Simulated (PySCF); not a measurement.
A PySCF script (with the pyscf-properties extension) for the NMR shieldings of `CC#[N+][AlH2-][N]([SiH3])[SiH3]`, C2H11AlN2Si2, on a GFN2-xTB geometry:

```python
import basis_set_exchange as bse
import numpy as np
from pyscf import gto, dft
from pyscf.prop import nmr

atoms = """
C     3.397549    0.361780   -0.829855
C     2.357028    0.148166    0.117050
N     1.548535   -0.017857    0.913835
Al   -0.273978   -0.739007    1.241533
N    -1.246724   -0.068417   -0.181010
Si   -0.985066    1.027721   -1.485973
Si   -2.841760   -0.747898   -0.027469
H     3.761235   -0.600667   -1.189474
H     4.217189    0.911287   -0.365887
H     3.001879    0.933323   -1.669854
H     0.144024   -2.240205    1.093893
H    -0.630182   -0.172032    2.641452
H    -1.897084    2.173677   -1.434484
H    -1.136609    0.354008   -2.782787
H     0.407390    1.513140   -1.381006
H    -3.208686   -1.462532   -1.255426
H    -3.837675    0.303043    0.205636
H    -2.785826   -1.671212    1.113409
"""
names = dict.fromkeys(["C", "N", "Al", "Si", "H"], "pcSseg-1")
basis = {el: gto.basis.parse(bse.get_basis(n, elements=[el], fmt="nwchem")) for el, n in names.items()}
mol = gto.M(atom=atoms, basis=basis, charge=0, verbose=0)
mf = dft.RKS(mol, xc="PBE0")
mf.grids.level = 2
mf.grids.alignment = dft.numint.BLKSIZE   # the property module wants whole blocks of grid points
mf.conv_tol = 1e-9
mf.kernel()

calc = nmr.RKS(mf)   # GIAO
C = mf.mo_coeff
Co = C[:, mf.mo_occ > 0]
resp = mf.gen_response(singlet=True, hermi=2)
def vind(x):   # induced exchange potential for any number of trial vectors
    d = np.einsum("pi,xij,qj->xpq", C, 2 * x.reshape(-1, C.shape[1], Co.shape[1]), Co, optimize=True)
    return np.einsum("xpq,pi,qj->xij", resp(d - d.transpose(0, 2, 1)), C, Co, optimize=True).ravel()
mo1, _ = nmr.rhf.solve_mo1(calc, with_cphf=vind)
sigma = calc.kernel(mo1)
for i, s in enumerate(sigma):   # ppm
    w = np.linalg.eigvalsh((s + s.T) / 2)
    print("%2d %-2s iso %8.1f  s11 %8.1f  s22 %8.1f  s33 %8.1f" % (i, mol.atom_pure_symbol(i), w.mean(), *w))
```

Task: What does it print?

Result: 
```
 0 C  iso    185.1  s11    175.7  s22    177.7  s33    201.8
 1 C  iso     50.7  s11    -60.1  s22    -50.3  s33    262.6
 2 N  iso     22.7  s11   -129.2  s22   -118.4  s33    315.7
 3 Al iso    453.8  s11    400.9  s22    460.1  s33    500.3
 4 N  iso    275.2  s11    246.7  s22    288.2  s33    290.7
 5 Si iso    410.4  s11    359.3  s22    381.8  s33    490.1
 6 Si iso    408.7  s11    352.2  s22    397.6  s33    476.1
 7 H  iso     29.2  s11     24.6  s22     26.9  s33     36.2
 8 H  iso     29.2  s11     24.4  s22     26.5  s33     36.8
 9 H  iso     28.9  s11     23.5  s22     28.1  s33     35.1
10 H  iso     27.5  s11     24.2  s22     26.0  s33     32.3
11 H  iso     28.0  s11     24.5  s22     26.0  s33     33.5
12 H  iso     26.8  s11     23.4  s22     24.5  s33     32.6
13 H  iso     26.9  s11     23.7  s22     24.4  s33     32.4
14 H  iso     27.0  s11     22.7  s22     27.4  s33     31.0
15 H  iso     27.0  s11     23.5  s22     24.8  s33     32.7
16 H  iso     27.0  s11     23.4  s22     24.7  s33     32.9
17 H  iso     26.8  s11     22.9  s22     25.9  s33     31.6
```

These numbers come from an equivalent density-fitted implementation of the same equations, which agrees with the script to about 0.01 ppm for H and up to a few tenths of a ppm for heavy atoms, so last digits may differ.

Size and cost of the density-fitted run: 195 basis functions, 44 s wall time on 1 thread of an Arm Neoverse V1, shared host; peak memory 1 GiB.
